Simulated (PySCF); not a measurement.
**[MnF6]3-: what the settings change**

The complex [MnF6]3- (charge -3) contains Mn(III), shell d4. The structure is a PBE0-D3(BJ)/def2-SVP, IEF-PCM water geometry optimised for multiplicity 5; coordination octahedral, point group D4h, metal–donor distances 1.88–2.09 Å.

```
7

Mn    0.0000    0.0000    0.0000
F     0.0000    0.0000    2.0912
F     0.0000    0.0000   -2.0912
F     1.8753    0.0000    0.0000
F    -1.8753    0.0000    0.0000
F     0.0000    1.8753    0.0000
F     0.0000   -1.8753    0.0000
```

Method (PySCF 2.14, density fitting): CASSCF(4,5) with orbitals averaged over all microstates of the shell, strongly contracted NEVPT2 on the averaged canonical orbitals; basis x2c-TZVPall on the metal, x2c-SVPall elsewhere; spin-free X2C; IEF-PCM water; spin-orbit coupling by state interaction with the mean-field operator over all roots.

Base run: NEVPT2 ground state 5B1g (from 5Eg), next 5A1g (from 5Eg) at 8504, then 3Eg (from 3T1g) at 12711 cm⁻¹, 10Dq(CASSCF) 12210, B(CASSCF) 1127, ζ 342 cm⁻¹, D -3.78 cm⁻¹, g 1.969 1.994 1.994, μeff(300 K) 4.87 μB.

Task: What happens with the basis x2c-TZVPall on all atoms?

Result: NEVPT2 ground state 5B1g (from 5Eg), next 5A1g (from 5Eg) at 8821, then 3Eg (from 3T1g) at 13238 cm⁻¹, 10Dq(CASSCF) 11958, B(CASSCF) 1126, ζ 342 cm⁻¹, D -3.72 cm⁻¹, g 1.968 1.994 1.994, μeff(300 K) 4.87 μB. It took 25 s against 11 s on a shared host of the same kind.

Task: What happens with orbitals averaged over the highest spin alone?

Result: NEVPT2 ground state 5B1g (from 5Eg), next 5A1g (from 5Eg) at 8312, then 3Eg (from 3T1g) at 13364 cm⁻¹, 10Dq(CASSCF) 12170, B(CASSCF) 1160, ζ 352 cm⁻¹, D -3.94 cm⁻¹, g 1.966 1.994 1.994, μeff(300 K) 4.87 μB.

No frequencies were computed for the optimised geometry. NEVPT2 lifts 5B2g (from 5T2g) from 15058 to 18241 cm⁻¹; on the d shell alone it tends to overshoot states that fill the eg-type orbitals. NEVPT2 on the d shell alone tends to put d–d bands too high for such charged or covalently bound ions.
